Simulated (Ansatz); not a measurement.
Isolated molecules relaxed with PBE0-D4/def2-TZVP in Ansatz; ΔE leaves out vibrations. CBS: MP2 limit from def2 TZ/QZ plus the TZ coupled-cluster correction, frozen cores. This one scheme is used for every species. Functionals use def2-TZVPP. B3LYP here is the variant with VWN-RPA as its local correlation; programs differ in this. For As outer-core shells are correlated without core-valence functions, which leaves a few kJ/mol of doubt a bond. Scalar relativity is left out up to krypton. One conformer a species, not always the lowest.

Reaction (formal exchange of groups at the Si–C bond): `C=C[SiH2][AsH2]` + CH₃OH → `OC[SiH2][AsH2]` + `C=C`

Q: Is it downhill or uphill in electronic energy at CCSD(T)/CBS, and by how much? (Best estimate.)

A: Computed: Uphill: ΔE = +17.6 kJ/mol.

Q: What do these levels give: B3LYP-D4, r2SCAN, PBE0, MP2/def2-TZVPP, HF/def2-QZVPP, MP2/CBS(def2)? (An estimate is asked.)

A: Computed: B3LYP-D4 17.8, r2SCAN 18.3, PBE0 18.0, MP2/def2-TZVPP 20.5, HF/def2-QZVPP 20.2, MP2/CBS(def2) 20.4 kJ/mol.

Largest T1 diagnostic among the species: 0.012.
